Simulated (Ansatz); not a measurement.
F3H3OSiZr, SMILES [F][Zr]([F])([F])[O][SiH3], multiplicity 1. Atoms are numbered in the order given.

```xyz
9

Zr    -0.1561     0.3262     0.8079
F      1.5600     0.9328     1.3935
F     -0.8055    -1.0217     1.9986
F     -1.3802     1.7945     0.7653
O      0.0052    -0.4176    -0.9656
Si     0.1481    -1.0632    -2.5057
H     -1.1814    -1.5641    -2.9508
H      1.1255    -2.1858    -2.4760
H      0.6252    -0.0040    -3.4370
```
Charge 0, spin multiplicity 1.

Coordinates come from a B3LYP-D3(BJ)/def2-SVP optimisation. The multiplicity is an assumed one; no other spin state was optimised. The structure was generated by enumeration; whether it is a known compound was not checked. The def2 effective core potentials stand for the cores of Zr; spin–orbit coupling is left out. The values are those of a single conformer.

Two levels are set side by side: PBE-D3(BJ)/def2-SVP (Ansatz, a program for electronic structure) and B3LYP-D3(BJ)/def2-SVP (Ansatz). Each level has its own optimised geometry; the coordinates shown are those of the second. Differences are taken from unrounded values.

```tsv
quantity	B3LYP-D3(BJ)
mean bond length (Å)	1.726
bond Zr1–F2 (Å)	1.912
bond Zr1–F3 (Å)	1.912
bond Zr1–F4 (Å)	1.912
bond Zr1–O5 (Å)	1.930
bond O5–Si6 (Å)	1.676
bond Si6–H7 (Å)	1.489
bond Si6–H8 (Å)	1.489
bond Si6–H9 (Å)	1.489
```

Task: What does PBE-D3(BJ) give, and how far is it from B3LYP-D3(BJ)? (Estimate from the structure and the level; the computed values follow.)

Result: 
```
quantity              PBE-D3(BJ)  PBE-D3(BJ) minus B3LYP-D3(BJ)
--------------------  ----------  -----------------------------
mean bond length (Å)       1.734                          0.008
bond Zr1–F2 (Å)            1.916                          0.004
bond Zr1–F3 (Å)            1.916                          0.004
bond Zr1–F4 (Å)            1.916                          0.004
bond Zr1–O5 (Å)            1.935                          0.005
bond O5–Si6 (Å)            1.686                          0.010
bond Si6–H7 (Å)            1.502                          0.013
bond Si6–H8 (Å)            1.502                          0.013
bond Si6–H9 (Å)            1.502                          0.013
```

GGA bonds tend to be longer and softer than those of functionals with exact exchange. Differences between two approximate levels are no errors against the true value.
